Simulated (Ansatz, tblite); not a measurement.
Cost and result up the ladder for ZrSe₂⁺ (the lowest doublet isomer of a short search) (3 atoms). Total charge 1; doublet. Geometry: PBE0-D4/def2-TZVP.

```
atom   x (Å)   y (Å)   z (Å)
 Zr1   0.319  -1.249  -0.583
 Se2  -0.183   0.117   1.367
 Se3  -0.136   1.133  -0.784
```

Ansatz on 4 threads of Intel Xeon Platinum 8559C on a shared host; xTB runs through tblite on one thread. Times are rough, summed over both states, and most runs start from the orbitals of an earlier one. CCSD(T)/def2-TZVP serves as the yardstick here, not as an exact answer. The other state is a quartet at its own geometry.

In the def2 sets Zr takes a core potential; there is no spin–orbit coupling. The xTB rows come from tblite. B3LYP takes the VWN-RPA correlation. Correlated methods freeze 18 core orbitals; core or outer-core shells of Zr, Se are correlated, in sets that lack core-valence functions. The structure comes from a short search, and lower isomers may exist.

xTB has no spin-polarisation term.

```
                          level  functions  quartet − doublet (eV)  difference from CCSD(T)/def2-TZVP (eV)
                       GFN1-xTB         27                    1.25                                    0.02
               B97M-V/def2-TZVP        136                    1.01                                   -0.23
              CCSD(T)/def2-TZVP        136                    1.24                                    0.00
               PBE-D4/def2-TZVP        136                    1.21                                   -0.03
                   HF/def2-TZVP        136                    0.06                                   -1.18
            r2SCAN-D4/def2-TZVP        136                    1.07                                   -0.17
              ωB97X-V/def2-TZVP        136                    0.95                                   -0.29
                       GFN2-xTB         27                    1.78                                    0.54
              RPA@PBE/def2-TZVP        136                    1.15                                   -0.09
PBE0-D4/def2-TZVP (with forces)        136                    1.00                                   -0.23
          LDA (SPW92)/def2-TZVP        136                    1.42                                    0.18
             B3LYP-D4/def2-TZVP        136                    1.06                                   -0.18
```

Task: Estimate how long each takes.

Result: GFN2-xTB 0.004 s; GFN1-xTB 0.005 s; LDA (SPW92)/def2-TZVP 1.5 s; PBE-D4/def2-TZVP 2.5 s; HF/def2-TZVP 3.6 s; RPA@PBE/def2-TZVP 3.9 s; B3LYP-D4/def2-TZVP 5.5 s; PBE0-D4/def2-TZVP (with forces) 5.9 s; r2SCAN-D4/def2-TZVP 8.4 s; B97M-V/def2-TZVP 14 s; ωB97X-V/def2-TZVP 15 s; CCSD(T)/def2-TZVP 25 s. On shared hardware such times vary by a factor of up to 3.
